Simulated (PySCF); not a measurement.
PySCF 2.14 output of an unrestricted HSE06 calculation on a single atom or ion in dyall-acv3z, with the spin-free X2C one-electron Hamiltonian (Gaussian nucleus):

```
SCF conv_tol = 1e-09
number electrons alpha = 4  beta = 1
    J. Heyd, G. E. Scuseria, and M. Ernzerhof.,  J. Chem. Phys. 118, 8207 (2003)
    J. Heyd, G. E. Scuseria, and M. Ernzerhof.,  J. Chem. Phys. 124, 219906 (2006)
    A. V. Krukau, O. A. Vydrov, A. F. Izmaylov, and G. E. Scuseria.,  J. Chem. Phys. 125, 224106 (2006)
cycle= 1 E= -36.6679988437224  delta_E= -0.00257  |g|= 0.00733  |ddm|= 0.198
cycle= 2 E= -36.6680542868417  delta_E= -5.54e-05  |g|= 0.00112  |ddm|= 0.0389
cycle= 3 E= -36.6680604667112  delta_E= -6.18e-06  |g|= 0.000322  |ddm|= 0.0101
cycle= 4 E= -36.6680611397304  delta_E= -6.73e-07  |g|= 3.53e-05  |ddm|= 0.00356
cycle= 5 E= -36.6680611472126  delta_E= -7.48e-09  |g|= 2.17e-06  |ddm|= 0.000404
cycle= 6 E= -36.6680611472198  delta_E= -7.2e-12  |g|= 1.45e-07  |ddm|= 2.75e-05
converged SCF energy = -36.6680611472198  <S^2> = 3.7500036  2S+1 = 4.0000018
```

The run itself started from symmetry-adapted Hartree-Fock orbitals and held the occupation by maximum overlap, on a logarithmic radial grid, so the iterations belong to that start.

Problem. Which element, charge and spin multiplicity is this?

Solution. C+ (carbon, charge +1), multiplicity 4; the state was [He] 2s1 2p1 3s1, high-spin 4P determinant (an excited configuration).

The outer electron is Rydberg-like, and this basis confines it to a smaller radius and binds it less than a complete one would.
